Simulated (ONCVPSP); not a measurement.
# Sr (Z = 38), ONCV: configuration errors across variants

```
Element                 : Sr (Z = 38)
Generator               : ONCVPSP 4.0.1
Type                    : optimised norm-conserving Vanderbilt (ONCV)
Functional              : PBE
Relativity              : scalar-relativistic
Frozen core             : [Ar] 3d10
Valence charge          : 10
Reference configuration : 4s2 4p6 5s1 5p1
Partial waves           : 4s+5s: rc 1.80 bohr, ncon 4, nbas 8, qcut 8.1 1/bohr, 3 projectors, debl 1.3 Ha; 4p+5p: rc 3.00 bohr, ncon 4, nbas 7, qcut 5.6 1/bohr, 2 projectors; d scattering state at 0.11 Ha: rc 1.80 bohr, ncon 4, nbas 7, qcut 4.6 1/bohr, local
Local potential         : the d channel
Core correction         : Teter function, fcfact 3.5, rcfact 1.35
```

In the d channel the program set the typed energies aside and used 0.050 Ha.

All-electron excitation energies from the reference (eV): (1) 4s2 4p6 5s2 5p0 -2.299; (2) 4s2 4p6 5s1 5p0 3.586; (3) 4s2 4p6 5s0 5p0 14.592; (4) 4s2 4p6 4d1 5s1 5p0 0.025.

1 further variants failed, have other tests or too few solved ones, and are left out.

Errors AE − PS in meV (a dash: test not solved or not reliable):

```tsv
change	(1)	(2)	(3)	(4)	bound ghosts	GHOST(+) flags above zero
base	+0.1	-0.4	-0.7	-2.4	none	s
core correction Teter function, fcfact 3.5, rcfact 1.96	-2.0	-0.5	-9.1	-11	none	s
d: nproj 1; local potential polynomial inside 1.40 bohr (lpopt 1, dvloc0 1 Ha)	+0.1	-0.4	-0.7	-1.8	none	s
p: rc 2.82	+0.1	-0.4	-0.7	-2.4	none	s
d: qcut 4.7	+0.1	-0.4	-0.7	-2.4	none	s
core correction Teter function, fcfact 7.5, rcfact 1.35	+0.1	-0.4	-0.8	-2.6	none	s
```

**Question.** Give the same row for: s: qcut 6.2; p: qcut 4.3; d: qcut 3.5.

**Answer.** -0.5, -0.4, -3.9, -4.5; bound ghosts: none; GHOST(+) flags above zero: s.
